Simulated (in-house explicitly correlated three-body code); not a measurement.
Computed with an exponentially correlated three-body code. Model: two electrons around a point charge, non-relativistic, variational in 260 exponentially correlated functions (energies converged to about 1e-7 hartree, or 1e-8 relative for large Z).

For this charge the correlation energy is taken as exact minus Hartree-Fock, from which it differs by microhartrees, and the kinetic parts follow from it.

For two electrons in a singlet the Kohn-Sham orbital is the square root of half the density, so the exact Kohn-Sham potential and energy parts follow from the density alone, and exchange is minus half the Hartree energy. The Kohn-Sham level equals minus the binding energy of the second electron.

Command:
```bash
python run_hyl.py task.json out
```
Settings (lengths in bohr, energies in hartree):
```
Z                      11.8
interaction_strength   1
functions              260
states_tried           13
```

Cost of the run: 19 s on 1 thread of AMD EPYC 9R45 96-Core Processor (Zen 5), on a shared host.

**Converged states only, values per electron or pair.**

Given: nuclear charge 11.8.

```json
{"term": "1 1S", "mean r (bohr)": "0.13131", "mean r squared (bohr²)": "0.023085", "mean inverse r (1/bohr)": "11.488", "mean r12 (bohr)": "0.19305", "mean inverse r12 (1/bohr)": "7.0618", "mean cosine": "-0.011265", "mean p1 dot p2 (bohr⁻²)": "1.4567", "delta r1 (bohr⁻³)": "494.07", "delta r12 (bohr⁻³)": "55.282"}
{"term": "2 3S", "mean r (bohr)": "0.3304", "mean r squared (bohr²)": "0.17672", "mean inverse r (1/bohr)": "7.281", "mean r12 (bohr)": "0.5551", "mean inverse r12 (1/bohr)": "2.1214", "mean cosine": "-0.003836", "mean p1 dot p2 (bohr⁻²)": "0.11269", "delta r1 (bohr⁻³)": "289.62", "delta r12 (bohr⁻³)": "-"}
{"term": "2 3P", "mean r (bohr)": "0.2908", "mean r squared (bohr²)": "0.1348", "mean inverse r (1/bohr)": "7.2621", "mean r12 (bohr)": "0.48482", "mean inverse r12 (1/bohr)": "2.5131", "mean cosine": "-0.073686", "mean p1 dot p2 (bohr⁻²)": "-9.2043", "delta r1 (bohr⁻³)": "259.82", "delta r12 (bohr⁻³)": "-"}
{"term": "2 1S", "mean r (bohr)": "0.33755", "mean r squared (bohr²)": "0.18592", "mean inverse r (1/bohr)": "7.2591", "mean r12 (bohr)": "0.56284", "mean inverse r12 (1/bohr)": "2.5089", "mean cosine": "-0.0060775", "mean p1 dot p2 (bohr⁻²)": "0.12902", "delta r1 (bohr⁻³)": "288.31", "delta r12 (bohr⁻³)": "9.9037"}
{"term": "2 1P", "mean r (bohr)": "0.29651", "mean r squared (bohr²)": "0.14099", "mean inverse r (1/bohr)": "7.2452", "mean r12 (bohr)": "0.47642", "mean inverse r12 (1/bohr)": "2.7592", "mean cosine": "0.056689", "mean p1 dot p2 (bohr⁻²)": "8.9426", "delta r1 (bohr⁻³)": "261.89", "delta r12 (bohr⁻³)": "2.7972"}
{"term": "3 3S", "mean r (bohr)": "0.67208", "mean r squared (bohr²)": "0.85166", "mean inverse r (1/bohr)": "6.5087", "mean r12 (bohr)": "1.2261", "mean inverse r12 (1/bohr)": "1.0407", "mean cosine": "-0.0012958", "mean p1 dot p2 (bohr⁻²)": "0.033321", "delta r1 (bohr⁻³)": "269.65", "delta r12 (bohr⁻³)": "-"}
{"term": "3 3P", "mean r (bohr)": "0.63602", "mean r squared (bohr²)": "0.76591", "mean inverse r (1/bohr)": "6.5034", "mean r12 (bohr)": "1.1559", "mean inverse r12 (1/bohr)": "1.146", "mean cosine": "-0.01753", "mean p1 dot p2 (bohr⁻²)": "-2.1279", "delta r1 (bohr⁻³)": "261.08", "delta r12 (bohr⁻³)": "-"}
{"term": "3 1S", "mean r (bohr)": "0.68247", "mean r squared (bohr²)": "0.88112", "mean inverse r (1/bohr)": "6.5029", "mean r12 (bohr)": "1.2453", "mean inverse r12 (1/bohr)": "1.1434", "mean cosine": "-0.001947", "mean p1 dot p2 (bohr⁻²)": "0.041153", "delta r1 (bohr⁻³)": "269.37", "delta r12 (bohr⁻³)": "2.8772"}
{"term": "3 1P", "mean r (bohr)": "0.64409", "mean r squared (bohr²)": "0.78741", "mean inverse r (1/bohr)": "6.4989", "mean r12 (bohr)": "1.1678", "mean inverse r12 (1/bohr)": "1.2162", "mean cosine": "0.01347", "mean p1 dot p2 (bohr⁻²)": "2.1911", "delta r1 (bohr⁻³)": "261.54", "delta r12 (bohr⁻³)": "0.89915"}
{"term": "4 3S", "mean r (bohr)": "1.1527", "mean r squared (bohr²)": "2.6792", "mean inverse r (1/bohr)": "6.2411", "mean r12 (bohr)": "2.1832", "mean inverse r12 (1/bohr)": "0.60956", "mean cosine": "-0.000566", "mean p1 dot p2 (bohr⁻²)": "0.014009", "delta r1 (bohr⁻³)": "264.9", "delta r12 (bohr⁻³)": "-"}
{"term": "4 3P", "mean r (bohr)": "?", "mean r squared (bohr²)": "?", "mean inverse r (1/bohr)": "?", "mean r12 (bohr)": "?", "mean inverse r12 (1/bohr)": "?", "mean cosine": "?", "mean p1 dot p2 (bohr⁻²)": "?", "delta r1 (bohr⁻³)": "?", "delta r12 (bohr⁻³)": "-"}
{"term": "4 1S", "mean r (bohr)": "?", "mean r squared (bohr²)": "?", "mean inverse r (1/bohr)": "?", "mean r12 (bohr)": "?", "mean inverse r12 (1/bohr)": "?", "mean cosine": "?", "mean p1 dot p2 (bohr⁻²)": "?", "delta r1 (bohr⁻³)": "?", "delta r12 (bohr⁻³)": "?"}
{"term": "4 1P", "mean r (bohr)": "1.1307", "mean r squared (bohr²)": "2.5945", "mean inverse r (1/bohr)": "6.2371", "mean r12 (bohr)": "2.1385", "mean inverse r12 (1/bohr)": "0.68157", "mean cosine": "0.0052696", "mean p1 dot p2 (bohr⁻²)": "0.86729", "delta r1 (bohr⁻³)": "261.51", "delta r12 (bohr⁻³)": "0.38811"}
```

What belongs in the row 4 3P?

mean r (bohr): 1.1201; mean r squared (bohr²): 2.5429; mean inverse r (1/bohr): 6.2389; mean r12 (bohr): 2.1188; mean inverse r12 (1/bohr): 0.65247; mean cosine: -0.0068864; mean p1 dot p2 (bohr⁻²): -0.82716; delta r1 (bohr⁻³): 261.33.

What belongs in the row 4 1S?

mean r (bohr): 1.1665; mean r squared (bohr²): 2.7481; mean inverse r (1/bohr): 6.2388; mean r12 (bohr): 2.2102; mean inverse r12 (1/bohr): 0.65114; mean cosine: -0.00084034; mean p1 dot p2 (bohr⁻²): 0.017784; delta r1 (bohr⁻³): 264.81; delta r12 (bohr⁻³): 1.2023.

**Electric-dipole lines between converged S and P states, rate of the upper state's decay.**

```tsv
s state	p state	p minus s (eV)	oscillator strength from s	rate (1/s)
1 1S	2 1P	1303.7	0.7397	1.8183e+13
1 1S	3 1P	1522.3	0.15085	5.0563e+12
1 1S	4 1P	1599.1	0.056403	2.0861e+12
2 1S	2 1P	7.8878	0.044859	4.0369e+07
2 1S	3 1P	226.52	0.3939	2.9234e+11
2 1S	4 1P	303.31	0.096769	1.2877e+11
3 1S	2 1P	-216.35	-0.051319	1.0423e+11
3 1S	3 1P	?	?	?
3 1S	4 1P	79.08	0.43226	3.9099e+10
4 1S	2 1P	-294.47	-0.011245	4.2311e+10
4 1S	3 1P	-75.835	-0.11736	2.9287e+10
4 1S	4 1P	?	?	?
2 3S	2 3P	11.412	0.062034	1.1686e+08
2 3S	3 3P	236.42	0.37642	3.0432e+11
2 3S	4 3P	314.63	0.093868	1.344e+11
3 3S	2 3P	-221.87	-0.052599	1.1236e+11
3 3S	3 3P	3.1327	0.10392	1.4751e+07
3 3S	4 3P	81.343	0.41333	3.9557e+10
4 3S	2 3P	-301.93	-0.011315	4.4757e+10
4 3S	3 3P	-76.923	-0.12224	3.1386e+10
4 3S	4 3P	1.2872	0.14325	3.4328e+06
```

What belongs in the row 3 1S 3 1P?

p minus s (eV): 2.2882; oscillator strength from s: 0.078066; rate (1/s): 5.9118e+06.

What belongs in the row 4 1S 4 1P?

p minus s (eV): 0.95729; oscillator strength from s: 0.10878; rate (1/s): 1.4419e+06.

**Functionals on the exact density and self-consistent, errors are functional minus exact, hybrids only self-consistent, a dash where a self-consistent run leaves the top level unbound.**

```tsv
result	exchange error (millihartree)	correlation error (millihartree)	functional driven error (millihartree)	density driven error (millihartree)	self consistent total error (millihartree)	top level plus exact binding (eV)
AM05	784.54	-138.6	645.94	-1.8258	644.11	77.822
RPBE	21.405	-2.2146	19.191	-1.5009	17.69	70.657
M06-L	-80.61	-17.209	-97.819	-2.3545	-100.17	62.622
LDA PW92	1014.1	-165.73	848.4	-2.7063	845.69	79.055
PBE	141.86	-2.2146	139.64	-1.4406	138.2	71.543
LDA VWN5	1014.1	-166.71	847.42	-2.7063	844.72	79.042
B3LYP VWN-RPA	-	-	-	-	76.461	56.424
SCAN	?	?	?	?	?	?
PBE0	-	-	-	-	?	?
PBEsol	447.15	-16.457	430.7	-1.4662	429.23	75.033
BLYP	55.163	-4.3123	50.851	-1.3943	49.456	70.423
TPSS	-3.5865	-3.1426	-6.7292	-0.37691	-7.1061	65.875
BP86	55.163	-49.275	5.8881	-1.0368	4.8513	70.325
r2SCAN0	-	-	-	-	-1.6625	47.254
HSE06	-	-	-	-	95.335	53.743
revTPSS	-3.0199	-5.1441	-8.164	-0.25396	-8.418	64.853
PW91	120.46	-17.274	103.18	-1.4737	101.71	70.797
OLYP	38.28	-4.3123	33.968	-1.2681	32.7	70.393
wB97X	-	-	-	-	-218.75	54.562
r2SCAN	-4.0012	1.5086	-2.4926	-0.31539	-2.808	63.302
```

What belongs in the row SCAN?

exchange error (millihartree): -4.0012; correlation error (millihartree): 1.5086; functional driven error (millihartree): -2.4926; density driven error (millihartree): -0.31539; self consistent total error (millihartree): -2.808; top level plus exact binding (eV): 63.302.

What belongs in the row PBE0?

self consistent total error (millihartree): 103.41; top level plus exact binding (eV): 53.376.

**Density and exact potentials over r, pair density (one pair, times 4 pi r12^2) and exact minus Kohn-Sham pair density over r12.**

```csv
radius (bohr),radial density (electrons/bohr),exchange potential (hartree),intracule density (1/bohr),Coulomb hole against Kohn-Sham (1/bohr),correlation potential (hartree)
0.0356,6.8191,-10.61,0.81604,-0.04682,-0.013
0.0413,8.0333,-10.376,1.0655,-0.05651,-0.007
0.0478,9.2472,-10.097,1.3719,-0.06632,0
0.0554,10.407,-9.7602,1.7484,-0.0755,0.006
0.0641,?,?,?,?,?
0.0743,12.073,-8.9131,2.689,-0.08529,0.017
0.0861,12.341,-8.3983,3.2225,-0.08199,0.019
0.0997,12.093,-7.8329,3.7409,-0.07091,0.02
0.115,11.317,-7.2408,4.1719,-0.0522,0.019
0.134,9.9382,-6.5757,4.4684,-0.02518,0.017
0.155,8.2267,-5.9303,4.5112,0.003106,0.013
0.179,6.3473,-5.2986,4.2706,0.0277,0.009
0.208,?,?,?,?,?
0.241,2.8141,-4.0845,2.9527,0.04654,0.003
0.279,1.5956,-3.5577,2.1016,0.03831,0.002
0.323,0.79133,-3.0865,1.314,0.02459,0.001
0.374,0.33579,-2.6709,0.70533,0.01177,0.001
```

What belongs in the row 0.0641?

radial density (electrons/bohr): 11.383; exchange potential (hartree): -9.3694; intracule density (1/bohr): 2.1872; Coulomb hole against Kohn-Sham (1/bohr): -0.08241; correlation potential (hartree): 0.012.

What belongs in the row 0.208?

radial density (electrons/bohr): 4.4318; exchange potential (hartree): -4.6651; intracule density (1/bohr): 3.7193; Coulomb hole against Kohn-Sham (1/bohr): 0.04369; correlation potential (hartree): 0.006.

The density-driven part is never positive, since each functional's own density lowers its energy. Here it is small beside the functional-driven part (median ratio 0.027), the normal case.
